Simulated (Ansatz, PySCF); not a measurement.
Molecule: CCl₂, net charge 0, singlet state. SMILES: Cl[C]Cl
Structure (B3LYP-D3(BJ)/def2-TZVP (Ansatz, a first-principles code) minimum search):
```
C
Cl 1 1.7242
Cl 1 1.7242 2 109.61
```

Wanted: vertical triplet-singlet gap, E(triplet) - E(singlet), in eV. Terms: no spin-orbit coupling; each state is the SCF solution reached for its charge and spin; valence correlation only; non-relativistic; open shells spin-unrestricted; 6-31G* and kin with 6d, 5d where marked; 6-311+G** with 5d, 6d on Na to Ar in Ansatz; no dispersion term unless named. Ab initio and DFT rows: single points at B3LYP-D3(BJ) geometries (Ansatz). The Hartree-Fock reference of Cl[C]Cl is unstable towards a lower, spin-broken solution. Levels can end on unlike triplets.

| level | program | vertical triplet-singlet gap, E(triplet) - E(singlet) (eV) |
|---|---|---|
| PBE/6-31G* | Ansatz | 1.09 |
| PBE/6-311+G** | Ansatz | 1.15 |
| B3LYP/3-21G | Ansatz | 0.88 |
| B3LYP/6-31G* | Ansatz | 1.03 |
| B3LYP/6-311+G** | Ansatz | 1.09 |
| MP2/6-31G* | Ansatz | 0.92 |
| MP2/6-311+G** | Ansatz | 1.02 |
| PBE0/def2-TZVPD | Ansatz | 0.94 |
| M06-2X/def2-TZVPD | PySCF | 1.07 |
| wB97M-V/def2-TZVPD | Ansatz | 1.26 |

No value to compare with is used here. The 7 habitual levels span 0.88 (B3LYP/3-21G) to 1.15 eV (PBE/6-311+G**); PBE0/def2-TZVPD gives 0.94.

The levels are drawn from those run, B3LYP/6-31G* more often than the rest, none by its result; runs whose electronic state is in doubt are left out.
